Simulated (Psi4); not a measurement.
Interaction energy of HCl ··· BF3 (SMILES Cl and FB(F)F). Monomers: optimised at B3LYP-D3(BJ) (def2-TZVP), held rigid. Orientation: a random orientation, not optimised. Only R, the distance of the centres of mass, is varied, so the lowest point isn't the relaxed dimer.

Geometry at R = 4.17 Å (first 2 atoms: monomer A):
```
6

Cl     0.6410     0.0000     0.0000
H     -0.6410     0.0000     0.0000
F      3.3612     1.8940     0.0748
B      3.3923     3.0608    -0.5323
F      2.4098     3.9180    -0.3585
F      4.4057     3.3711    -1.3120
```

Computed with Psi4 with SAPT0/jun-cc-pVDZ, frozen core.

Components in kcal/mol:

| R / Å | electrostatics | exchange | induction | dispersion | total |
|---|---|---|---|---|---|
| 3.60 | -2.37 | 5.25 | -0.32 | -1.07 | 1.48 |
| 3.81 | -1.22 | 2.50 | -0.15 | -0.72 | 0.40 |
| 3.96 | -0.78 | 1.47 | -0.08 | -0.55 | 0.05 |
| 4.17 | -0.43 | 0.69 | -0.04 | -0.38 | -0.15 |
| 4.37 | -0.25 | 0.34 | -0.02 | -0.27 | -0.21 |
| 4.56 | -0.16 | 0.17 | -0.01 | -0.20 | -0.20 |
| 4.85 | -0.08 | 0.06 | -0.01 | -0.13 | -0.16 |
| 5.18 | -0.04 | 0.02 | 0.00 | -0.08 | -0.11 |
| 5.69 | -0.02 | 0.00 | 0.00 | -0.04 | -0.06 |
| 6.33 | 0.00 | 0.00 | 0.00 | -0.02 | -0.03 |
| 7.35 | 0.00 | 0.00 | 0.00 | -0.01 | -0.01 |
| 8.67 | 0.00 | 0.00 | 0.00 | 0.00 | 0.00 |
